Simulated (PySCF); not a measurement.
Static response to an electric field

BCl2Br.
Cartesian coordinates in Å at the PBE0-D3(BJ)/def2-SVP level; atoms count from 1:
```xyz
4
BBrCl2 angstrom
B      0.0200    0.0341    0.0006
Cl     1.7604    0.0096    0.0270
Cl    -0.8268    1.5553   -0.0051
Br    -0.9536   -1.5990   -0.0225
```

Level: wB97X-D/def2-SVPD (PySCF), static field, nuclei fixed, core orbitals frozen in the response. The polarisability tensor in these axes (au):

```
x   68.29  2.71  0.36
y    2.71 71.24  0.17
z    0.36  0.17 45.95
```

Problem. Give the principal values, the mean and the anisotropy Δα = √{½[(α1 − α2)² + (α2 − α3)² + (α1 − α3)²]}.

Solution. Principal values 45.94, 66.68 and 72.86 au; mean 61.83 au = 9.16 Å³ = 10.19 × 10⁻⁴⁰ C²·m²/J; Δα = 24.42 au (39 % of the mean).

Problem. What is the dipole moment?

Solution. 0.07 D at this geometry.

Problem. Traceless (Buckingham) quadrupole moment about the centre of nuclear charge: eigenvalues?

Solution. -0.92, 0.33, 0.59 D·Å. The values depend on the origin, since the dipole doesn't vanish. The electronic extent ⟨r²⟩ about the same centre is 863 bohr², a root-mean-square distance of 1.81 Å for the 74 electrons.

Problem. Sum over states: ᾱ = Σ f/ω², ω in Eh. What share falls to these 10 lowest TDDFT singlets (eV, f)? 5.42, 0.0000; 6.39, 0.0000; 6.45, 0.0001; 6.46, 0.1466; 7.13, 0.1245; 7.71, 0.0462; 8.08, 0.0131; 8.33, 0.0006; 8.64, 0.0104; 8.81, 0.0154.

Solution. They add up to 5.40 au, 8.7 % of the 61.83 au; the largest single term is 2.60 au, from the state at 6.46 eV. Terms in order: 0.00, 0.00, 0.00, 2.60, 1.81, 0.58, 0.15, 0.01, 0.10, 0.15 au. Higher excitations give the rest. The strengths listed sum to 0.357.

Problem. Rayleigh depolarisation ratio (linearly polarised light, static tensor)?

Solution. ρ = 3Δα²/(45ᾱ² + 4Δα²) = 1789.0/(172009 + 2385.3) = 0.0103.

Problem. Estimate the molar refractivity from the static electronic polarisability.

Solution. Lorentz–Lorenz: R = (4π/3)N_A α = 2.5225 cm³/(mol·Å³) × 9.16 Å³ = 23.1 cm³/mol, in the limit of long wavelengths.

Isolated species at its PBE0-D3(BJ)/def2-SVP geometry, gas phase. The calculation is non-relativistic, for bromine too.

Note: wB97X-D ran without an empirical dispersion term, which enters the total energy and its gradient alone.
